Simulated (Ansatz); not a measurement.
A CCSD(T) single point on CH₅AlO₂S (`C[O][Al]([OH])[SH]`).

```yaml
crystal:
  periodic: [false, false, false]
  atoms:
    - {symbol: C, position_ang: [-0.566403, 0.650992, 1.788817]}
    - {symbol: O, position_ang: [-0.293866, -0.412154, 0.924348]}
    - {symbol: Al, position_ang: [0.218271, -0.557820, -0.661634]}
    - {symbol: O, position_ang: [0.405007, -2.112442, -1.284877]}
    - {symbol: S, position_ang: [0.605409, 1.265941, -1.797439]}
    - {symbol: H, position_ang: [0.064983, 0.579785, 2.680291]}
    - {symbol: H, position_ang: [-0.389167, 1.630017, 1.325902]}
    - {symbol: H, position_ang: [-1.612133, 0.614226, 2.110691]}
    - {symbol: H, position_ang: [0.690345, -2.310630, -2.173590]}
    - {symbol: H, position_ang: [0.960555, 0.600986, -2.909611]}
basis:
  gaussian: {orbitals: def2-TZVPP}
correlation: {method: ccsd_t}
output: {orbitals: {seedname: orbitals}}
```

```sh
$ ansatz run in.yaml --threads 4 --pin off --events-out ev --progress --plain --max-ram 10444MiB
```

Log, shortened:

```
Functional definition: HF
1472 factors; integrals over basis functions are off by at most 9.6e-4 eV
mean field evaluation 1: about -22585.9748 eV, gradient 5.2e1 eV
mean field evaluation 2: about -22586.1895 eV, gradient 5.2e1 eV
mean field evaluation 4: about -22591.2842 eV, gradient 3.7e0 eV
mean field evaluation 8: about -22591.3645 eV, gradient 3.3e-1 eV
mean field evaluation 16: about -22591.3652 eV, gradient 2.6e-6 eV
mean field -22591.36523604 eV, -830.2173594472 hartree, gradient 2.6e-6 eV, S^2 0.000000; 0 other end points of the search recorded, 0 dependent functions left out
13 core orbitals not correlated: weight in the atoms' cores, before any rotation towards them, 1.000 or more for the frozen orbitals, at most 0.000 for the correlated occupied ones
reference -22591.36523604 eV, -830.2173594472 hartree; 15, 15 occupied and 219, 219 virtual orbitals, 1472 factors
second order -24.55191743 eV of doubles, -0.00000000 eV of singles
cycle   1  -24.86942380 eV  change   -3.2e-1 eV  update   1.0e-1
cycle   2  -25.41842557 eV  change   -5.5e-1 eV  update   3.1e-2
cycle   3  -25.55506896 eV  change   -1.4e-1 eV  update   1.6e-2
cycle   4  -25.54229027 eV  change    1.3e-2 eV  update   3.6e-3
cycle   5  -25.54090277 eV  change    1.4e-3 eV  update   1.6e-3
cycle   6  -25.54144614 eV  change   -5.4e-4 eV  update   4.6e-4
cycle   7  -25.54111636 eV  change    3.3e-4 eV  update   1.8e-4
cycle   8  -25.54106354 eV  change    5.3e-5 eV  update   5.2e-5
cycle   9  -25.54108249 eV  change   -1.9e-5 eV  update   2.1e-5
perturbative correction -0.96993155 eV, -0.0356443272 hartree
Total energy: -22617.87625009 eV, -831.1916212437 hartree
```

Hardware: 4 threads of an Arm Neoverse V1 on a shared host. Wall time 2.2 min, peak host memory 4.9 GiB.

The correlation energy is -26.511 eV, 3.7 % of it from (T); the T1 diagnostic reads 0.0119.
